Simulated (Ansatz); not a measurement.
One change: `BrC1O[SiH2]1` becomes `ClC1O[SiH2]1`.

Ansatz, PBE0-D4/def2-TZVP geometries, multiplicity 1. 

Scalar relativity is left out up to krypton.

```json
{"property": "size of the dipole moment (B3LYP/def2-TZVPP) / D", "`BrC1O[SiH2]1`": "2.81"}
{"property": "HOMO–LUMO gap (B3LYP/def2-TZVPP) / eV", "`BrC1O[SiH2]1`": "5.81"}
{"property": "HOMO–LUMO gap (ωB97M-V/def2-TZVPP) / eV", "`BrC1O[SiH2]1`": "10.23"}
{"property": "zero-point energy (PBE0-D4/def2-TZVP) / kJ/mol", "`BrC1O[SiH2]1`": "98.8"}
{"property": "ideal-gas entropy at 298 K and 1 bar (rigid rotor, harmonic PBE0-D4/def2-TZVP) / J/(mol·K)", "`BrC1O[SiH2]1`": "308"}
{"property": "HOMO energy (PBE/def2-TZVPP) / eV", "`BrC1O[SiH2]1`": "-6.19"}
```

What does the change do to each property? (An estimate is asked.)

The calculation gave: 
```tsv
property	`ClC1O[SiH2]1`	shift
size of the dipole moment (B3LYP/def2-TZVPP) / D	2.71	-0.10
HOMO–LUMO gap (B3LYP/def2-TZVPP) / eV	6.04	0.23
HOMO–LUMO gap (ωB97M-V/def2-TZVPP) / eV	10.46	0.23
zero-point energy (PBE0-D4/def2-TZVP) / kJ/mol	100.3	1.5
ideal-gas entropy at 298 K and 1 bar (rigid rotor, harmonic PBE0-D4/def2-TZVP) / J/(mol·K)	296	-12
HOMO energy (PBE/def2-TZVPP) / eV	-6.27	-0.08
```

With PBE0 the HOMO falls by 0.12 eV and the LUMO rises by 0.10 eV, so the gap widens by about 0.22 eV. PBE moves the HOMO by -0.08 eV and ωB97M-V by -0.14 eV. Dipoles are sizes alone; their direction can turn.

B3LYP here is the variant with VWN-RPA as its local correlation; programs differ in this.

Spin–orbit coupling is left out; it splits and shifts lone-pair levels of the heavy atoms by tenths of an eV.
